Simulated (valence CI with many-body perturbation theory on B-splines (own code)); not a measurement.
From CI to CI+MBPT in Ir³⁷⁺

Computed by configuration interaction combined with many-body perturbation theory (CI+MBPT): four valence electrons over a frozen Dirac-Fock core [Kr], radial functions for each j: 9 s, 9 p, 10 d, 8 f, 5 g, 3 h, 1 i, with the one-electron correlation potential Σ1 (screened to all orders), the two-electron term Σ2, the three-electron term Σ3, Breit, model QED; selected single and double excitations, second order for the rest (own B-spline code, finite nucleus).

The last digits are not significant, and no measured levels were compared; by estimate large intervals hold to a few tenths of a per cent, small ones and those within an open d or f shell to about a per cent. Only levels of the ground parity were solved; by the run's estimate the other parity begins above the list, which can be wrong where configurations are misplaced.

Each rung adds one term. CI alone is the Dirac-Coulomb CI over the frozen core; QED comes last and gives the full result, which names the levels. Energies are above (4d3/2^4) J=0 on the same rung, in cm⁻¹.

Levels are named by their leading jj configuration (3d3/2^4 stands for four electrons in 3d with j = 3/2), which in mixed levels can hold well under half, so a name can repeat and another be missing. Letters in brackets count levels of one name in rising energy.

| Level | CI alone | + Σ1 | + Σ2 | + Σ3 | + Breit | Full |
| --- | --- | --- | --- | --- | --- | --- |
| (4d3/2^3 4d5/2) J=1 | 151723 | 152551 | 152898 | 153630 | 149973 | 150448 |
| (4d3/2^3 4d5/2) J=4 | 198969 | 199822 | 197268 | 196986 | 192162 | 192638 |
| (4d3/2^3 4d5/2) J=2 | 200907 | 201805 | 200375 | 200555 | 196176 | 196686 |
| (4d3/2^3 4d5/2) J=3 | 214180 | 215071 | 212538 | 212241 | 207828 | 208326 |
| (4d3/2^2 4d5/2^2) J=0 [a] | 334083 | 335723 | 336948 | 336987 | 329973 | 330915 |
| (4d3/2^2 4d5/2^2) J=2 [a] | 339392 | 340990 | 340523 | 341014 | 333916 | 334830 |
| (4d3/2^2 4d5/2^2) J=4 [a] | 348413 | 350096 | 348731 | 349172 | 340925 | 341877 |
| (4d3/2^2 4d5/2^2) J=3 [a] | 352715 | 354385 | 352737 | 352850 | 345124 | 346071 |
| (4d3/2^2 4d5/2^2) J=5 | 371908 | 373603 | 369999 | 369887 | 361113 | 362058 |
| (4d3/2^2 4d5/2^2) J=1 | 379832 | 381524 | 380245 | 380163 | 372617 | 373574 |
| (4d3/2^2 4d5/2^2) J=6 | 385700 | 387417 | 382653 | 382566 | 372992 | 373939 |
| (4d3/2^2 4d5/2^2) J=3 [b] | 396244 | 397912 | 394441 | 393843 | 385874 | 386810 |
| (4d3/2^2 4d5/2^2) J=4 [b] | 399654 | 401361 | 397823 | 396650 | 388028 | 388982 |
| (4d3/2^2 4d5/2^2) J=2 [b] | 401470 | 403161 | 400407 | 399964 | 391952 | 392906 |
| (4d3/2^2 4d5/2^2) J=2 [c] | 439672 | 441355 | 441083 | 440165 | 432658 | 433613 |
| (4d3/2^2 4d5/2^2) J=4 [c] | 458511 | 460251 | 455949 | 454950 | 446720 | 447694 |
| (4d3/2^2 4d5/2^2) J=2 [d] | 495660 | 497412 | 493936 | 492146 | 484448 | 485432 |
| (4d3/2 4d5/2^3) J=4 [a] | 533514 | 535958 | 535424 | 535107 | 523725 | 525123 |
| (4d3/2 4d5/2^3) J=3 [a] | 535275 | 537732 | 537809 | 537502 | 526449 | 527858 |
| (4d3/2^2 4d5/2^2) J=0 [b] | 537361 | 539241 | 538819 | 537155 | 529271 | 530338 |
| (4d3/2 4d5/2^3) J=1 [a] | 550876 | 553326 | 553977 | 553182 | 542510 | 543916 |
| (4d3/2 4d5/2^3) J=5 | 559893 | 562410 | 560055 | 559587 | 547208 | 548632 |
| (4d3/2 4d5/2^3) J=6 | 565638 | 568169 | 564632 | 564340 | 551395 | 552817 |
| (4d3/2 4d5/2^3) J=2 [a] | 582388 | 584866 | 584325 | 583768 | 572552 | 573966 |
| (4d3/2 4d5/2^3) J=3 [b] | 591815 | 594307 | 592273 | 590902 | 579325 | 580741 |
| (4d3/2 4d5/2^3) J=0 | 622004 | 624398 | 620975 | 616965 | 606346 | 607707 |
| (4d3/2 4d5/2^3) J=1 [b] | 635557 | 638047 | 636346 | 634800 | 624224 | 625642 |
| (4d3/2 4d5/2^3) J=3 [c] | 637543 | 640058 | 637680 | 636031 | 624759 | 626184 |
| (4d3/2 4d5/2^3) J=4 [b] | 643355 | 645859 | 643540 | 641786 | 630138 | 631553 |
| (4d3/2 4d5/2^3) J=2 [b] | 654802 | 657295 | 654047 | 651707 | 640655 | 642067 |
| (4d5/2^4) J=4 | 746178 | 749466 | 751202 | 749993 | 734978 | 736869 |

How does the ionisation energy move along the ladder, and which term matters most?

CI alone 1680.8, + Σ1 1683.7, + Σ2 1686.1, + Σ3 1686.1, + Breit 1684.9, + QED 1685.1 eV. The largest step is Σ1, 2.8 eV. NIST lists 1684 ± 4 eV (theoretical).
